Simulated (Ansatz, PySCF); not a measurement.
C3H4BFO, SMILES C=C=CB(O)F. Atoms are numbered in the order given.

```xyz
10

C     -0.1589    -2.6789     0.0000
C      0.3639    -1.4818     0.0000
C      0.8632    -0.2634     0.0000
B     -0.0494     1.0036     0.0000
O      0.4278     2.2712     0.0000
F     -1.3743     0.8709     0.0000
H     -0.3888    -3.1966     0.9374
H     -0.3888    -3.1966    -0.9374
H      1.9587    -0.1647     0.0000
H      1.3906     2.3205     0.0000
```

Geometry: B3LYP-D3(BJ)/def2-SVP. This is a generated structure with no PubChem entry under its InChIKey; it may be hypothetical. The values are those of a single conformer.

Two levels are set side by side: PBE-D3(BJ)/def2-SVP (Ansatz, an electronic-structure program) and B3LYP-D3(BJ)/def2-SVP (Ansatz). Each level has its own optimised geometry; the coordinates shown are those of the second. Frequencies come from the Hessian of PySCF at each geometry. Differences are taken from unrounded values.

```csv
quantity,B3LYP-D3(BJ)
mean bond length (Å),1.236
bond C1–C2 (Å),1.306
bond C2–C3 (Å),1.317
bond C3–B4 (Å),1.561
bond B4–O5 (Å),1.354
bond B4–F6 (Å),1.332
bond C1–H7 (Å),1.095
bond C1–H8 (Å),1.095
bond C3–H9 (Å),1.100
bond O5–H10 (Å),0.964
highest harmonic wavenumber (cm⁻¹),3877
mean harmonic wavenumber (cm⁻¹),1251
zero-point energy (kcal/mol),42.94
```

Problem. What does PBE-D3(BJ) give, and how far is it from B3LYP-D3(BJ)? (The exact figures need the calculation; the answer reports its results.)

Solution. 
| quantity | PBE-D3(BJ) | PBE-D3(BJ) minus B3LYP-D3(BJ) |
|---|---|---|
| mean bond length (Å) | 1.244 | 0.008 |
| bond C1–C2 (Å) | 1.314 | 0.007 |
| bond C2–C3 (Å) | 1.324 | 0.008 |
| bond C3–B4 (Å) | 1.566 | 0.004 |
| bond B4–O5 (Å) | 1.364 | 0.010 |
| bond B4–F6 (Å) | 1.340 | 0.008 |
| bond C1–H7 (Å) | 1.103 | 0.008 |
| bond C1–H8 (Å) | 1.103 | 0.008 |
| bond C3–H9 (Å) | 1.108 | 0.008 |
| bond O5–H10 (Å) | 0.973 | 0.008 |
| highest harmonic wavenumber (cm⁻¹) | 3768 | -109 |
| mean harmonic wavenumber (cm⁻¹) | 1217 | -35 |
| zero-point energy (kcal/mol) | 41.75 | -1.19 |

Exact exchange shortens and stiffens bonds; PBE has none. Differences between two approximate levels are no errors against the true value.
